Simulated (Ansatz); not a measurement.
Reaction (cleavage of the Ge–Si bond): `[SiH3][Ge]([SiH3])([Cl])[Cl]` + HCl → `[SiH3][Ge]([Cl])([Cl])[Cl]` + SiH₄

Calculated with Ansatz (gas phase, PBE0-D4/def2-TZVP geometries, no zero-point term in ΔE). CCSD(T)/CBS adds triple-zeta CCSD(T) − MP2 to the extrapolated MP2 energy (def2 sets, frozen cores). This one scheme is used for every species. Functionals use def2-TZVPP. B3LYP here is the variant with VWN-RPA as its local correlation; programs differ in this. HSE06 is defined as in plane-wave codes. For Ge outer-core shells are correlated without core-valence functions, which leaves a few kJ/mol of doubt a bond. Scalar relativity is left out up to krypton.

| level | ΔE (kcal/mol) |
| --- | --- |
| r2SCAN0-D4 | -13.0 |
| HSE06-D4 | -11.4 |
| BLYP | -13.4 |
| r2SCAN | -13.2 |
| B3LYP | -13.7 |
| HF/def2-SVP | -17.7 |
| MP2/def2-QZVPP | -13.6 |
| CCSD/CBS(def2) | -12.2 |

(1) What does CCSD(T)/CBS give? (Estimate.)

Largest T1 diagnostic among the species: 0.011.

Answers

(1) The calculation gave: -12.0 kcal/mol. The listed levels differ from it by -1.0, 0.6, -1.4, -1.2, -1.7, -5.7, -1.6, -0.2 kcal/mol.

The D4 term adds +0.8 kcal/mol with B3LYP and +0.5 kcal/mol with PBE0; it sums over pairs of atoms, weighted by their polarisabilities, and B3LYP, whose exchange is more repulsive, gets the larger term. Leaving LDA and LC-ωPBE aside and taking each functional with its dispersion term where it has one, the values, not all of them listed here, spread over 3.4 kcal/mol, from B2PLYP to PBE-D4. LDA lies +0.9 kcal/mol from PBE without D4. At CCSD(T), def2-SVP lies −2.6 kcal/mol from the extrapolated value and def2-TZVPP −0.8 kcal/mol.

CCSD(T)/CBS has its own doubt, a few kJ/mol and more with outer-core shells, so smaller differences from it don't rank the levels.
